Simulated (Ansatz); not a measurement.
All values below come from CAM-B3LYP-D3(BJ)/def2-TZVP // PBE0-D3(BJ)/def2-SVP (Ansatz, an electronic-structure program). Gas-phase values, no solvent. One relaxed conformer stands for a flexible species; it need not be the lowest.  In the def2 sets, heavy atoms carry core potentials.

Reference species (SMILES): `[CH3][Sn]([OH])([OH])[OH]` (neutral, multiplicity 1).

```
Property         Result
-------------  --------
LUMO            0.01 eV
HOMO–LUMO gap   9.84 eV
HOMO           -9.83 eV
```

Changed species: `C[CH](C)[Sn]([OH])([OH])[OH]` (Y = isopropyl; the reference has Y = methyl).

**Question.** What does the change do to the LUMO, HOMO–LUMO gap and HOMO?

**Answer.** the LUMO hardly moves; the HOMO–LUMO gap decreases by 0.64 eV, to 9.20 eV; the HOMO increases by 0.65 eV, to -9.18 eV.
